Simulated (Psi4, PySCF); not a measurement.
Here is a job for Psi4.
```
memory 2 GB

molecule {
0 1
Ge    0.00000000   -0.00000000    0.00000000
H    -0.59006963   -0.86482524   -1.04966053
H     0.55512279   -0.84636567    1.08323401
H    -1.04872747    0.88859607    0.55539157
H     1.08367430    0.82259483   -0.58896505
}

set {
  basis 6-311g**
  scf_type pk
  puream true
  d_convergence 1e-8
  dft_radial_points 99
  dft_spherical_points 590
}

energy('pbe')
print_variables()
```

### Question
Give the equivalent PySCF input.

### Answer
Several could match; the one computed here: 
```python
from pyscf import gto, scf, dft

mol = gto.M(
    atom='''
Ge    0.00000000   -0.00000000    0.00000000
H    -0.59006963   -0.86482524   -1.04966053
H     0.55512279   -0.84636567    1.08323401
H    -1.04872747    0.88859607    0.55539157
H     1.08367430    0.82259483   -0.58896505
''',
    basis='6-311g**',
    verbose=4,
)

mf = dft.RKS(mol)
mf.xc = 'pbe'
mf.grids.atom_grid = (99, 590)
mf.grids.prune = None
mf.kernel()
```

Both were run: Psi4 gave -2079.016979 Eh and PySCF -2079.016978 Eh, 0.001 mEh apart.
